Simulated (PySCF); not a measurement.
Spectra and structures to be paired. The calculation used TDDFT wB97X-D/def2-SVPD, vertical, gas phase, core orbitals frozen in the response in PySCF 2.14.0, density-fitted response routines. Geometries: GFN2-xTB; one conformer of each isolated species. Triplets are in the Tamm–Dancoff approximation. Ions are computed without counter-ions or solvent.

A. `c1c(cco1)SC`
B. `CC[P+]1(C)CC1`
C. `OCC1=CC=CS1`
D. `C(CC)(C(F)(F)F)=O`

Lowest singlet levels (six at most, fewer where fewer were computed) with oscillator strengths:

1. 8.27 eV (f 0.205); 8.34 eV (f 0.013); 8.66 eV (f 0.002); 8.70 eV (f 0.005); 9.11 eV (f 0.002); 9.32 eV (f 0.026); T1 6.54 eV
2. 5.35 eV (f 0.000); 5.71 eV (f 0.058); 6.10 eV (f 0.008); 6.34 eV (f 0.009); 6.53 eV (f 0.033); 6.79 eV (f 0.352); T1 4.00 eV
3. 4.42 eV (f 0.000); 8.07 eV (f 0.002); 8.13 eV (f 0.069); 8.25 eV (f 0.015); 8.47 eV (f 0.000); 9.41 eV (f 0.015); T1 3.84 eV
4. 5.69 eV (f 0.135); 5.91 eV (f 0.082); 6.16 eV (f 0.007); 6.33 eV (f 0.001); 6.89 eV (f 0.010); 6.94 eV (f 0.004); T1 3.79 eV

Question: Match each spectrum to its molecule.

Answer: 1 = B, 2 = A, 3 = D, 4 = C.
- A: S1 at 5.35 eV, HOMO→LUMO+1 (72%), HOMO→LUMO+9 (8%); Löwdin shares by element: HOMO sulfur 42%, carbon 34% or more, oxygen 7% (atoms not listed hold the other 17%); LUMO carbon 52% or more, oxygen 19% (atoms not listed hold the other 29%); HOMO -7.82 and LUMO 1.89 eV; point group Cs, 1 of its 6 listed states under f = 0.0005.
- B: S1 at 8.27 eV, HOMO→LUMO (84%); Löwdin shares by element: HOMO carbon 46% or more, phosphorus 30% (atoms not listed hold the other 25%); LUMO carbon 38% or more, phosphorus 35% (atoms not listed hold the other 28%); HOMO -15.22 and LUMO -2.58 eV.
- C: S1 at 5.69 eV, HOMO→LUMO (94%); Löwdin shares by element: HOMO carbon 81% or more (atoms not listed hold the other 19%); LUMO carbon 52% or more, sulfur 22% (atoms not listed hold the other 26%); HOMO -8.76 and LUMO 1.03 eV.
- D: S1 at 4.42 eV, HOMO→LUMO (98%); S1 has the pattern of n→π* at C=O; HOMO -10.37 and LUMO 0.19 eV; point group Cs, 2 of its 6 listed states under f = 0.0005.
